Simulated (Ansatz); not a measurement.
A nudged elastic band was laid between two geometries of BFH4OSi (8 atoms, charge 0, multiplicity 1).

These are results of Ansatz 0.2.0, RKS PBE0-D4/def2-SVPD, not measurements.

```json
{
 "movable images": "9",
 "climbing image": "yes",
 "spring": "5.0 eV/Å²",
 "optimiser": "quadratic models (default)",
 "start path": "through a guess of the saddle point",
 "force threshold": "0.05 eV/Å",
 "iteration limit": "60",
 "end points": "relaxed"
}
```

Image 0:

```xyz
8
Properties=species:S:1:pos:R:3
B -0.816 1.354 -0.165
O -0.055 0.459 0.505
Si 0.671 -1.012 0.236
F 0.359 -1.525 -1.279
H -1.140 1.141 -1.310
H -1.149 2.355 0.421
H 2.136 -0.834 0.359
H 0.087 -1.996 1.176
```

Image 10:

```xyz
8
Properties=species:S:1:pos:R:3
B -0.705 1.388 -0.110
O -0.649 0.115 0.350
Si 0.517 -1.066 0.168
F 0.039 -2.044 -1.044
H 0.231 1.848 -0.727
H -1.699 2.032 0.122
H 1.813 -0.462 -0.226
H 0.547 -1.868 1.411
```

Question: Which bonds break or form, and what moves?

Answer: No bond is made or broken.

Question: Give the energies along the band, and the barrier.

Answer: The run converged. The highest image is number 4 of 0 to 10, 0.011 eV above the first end and 0.015 eV above the last; the last end lies 0.004 eV below the first. A vibrational analysis at the climbing image gives one clearly imaginary mode, 72i cm⁻¹: a first-order saddle point.

```
image  path coordinate (Å)  energy (eV)
    0                 0.00        0.000
    1                 0.25        0.001
    2                 0.50        0.005
    3                 0.75        0.009
    4                 0.99        0.011
    5                 1.23        0.010
    6                 1.47        0.007
    7                 1.70        0.003
    8                 1.94        0.000
    9                 2.18       -0.003
   10                 2.41       -0.004
```

Question: What is the geometry of the highest image?

Answer: 
```xyz
8
Properties=species:S:1:pos:R:3:forces:R:3
B -0.822 1.330 -0.080 0.00 0.00 0.00
O -0.252 0.319 0.618 0.00 0.00 -0.01
Si 0.664 -1.005 0.180 0.00 0.00 0.00
F 0.020 -1.693 -1.150 0.00 0.00 0.00
H -0.724 1.370 -1.286 0.00 0.00 0.00
H -1.416 2.177 0.542 0.00 0.00 0.00
H 2.039 -0.571 -0.165 0.00 0.00 0.00
H 0.583 -1.985 1.285 0.00 0.00 0.00
```

The band took 29 iterations and of the order of 19 core-minutes.

The run took 9.9 min on 2 threads of Arm Neoverse V1 (shared host), peak memory 0.26 GiB.
